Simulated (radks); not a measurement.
Species: Ba32+. Configuration: [Ne] 3s1 3p6 3d6 4p1 (not the ground configuration). Calculated with a radial shooting solver on a logarithmic mesh with Libxc functionals: Dirac Kohn-Sham, PBEsol, spin-unpolarised, spherical densities, point nucleus; open shells fill j = l - 1/2 first. Some entries of the table are withheld. Estimate them.

orbital  occ.  eigenvalue (hartree)  r(max) (bohr)
1s1/2       2             -1421.163        0.01643
2s1/2       2             -268.1207        0.09284
2p1/2       2             -256.0171            (1)
2p3/2       4             -241.8569            (2)
3s1/2       1             -91.38819         0.2589
3p1/2       2             -86.54268         0.2445
3p3/2       4             -83.43403         0.2545
3d3/2       4             -75.46849         0.2017
3d5/2       2             -74.76721         0.2045
4p1/2       1                   (3)         0.5405
4p3/2       0                   (4)         0.5559

Answer. 
(1) 2p1/2 r(max) (bohr): 0.07090
(2) 2p3/2 r(max) (bohr): 0.07593
(3) 4p1/2 eigenvalue (hartree): -42.67466
(4) 4p3/2 eigenvalue (hartree): -41.62781
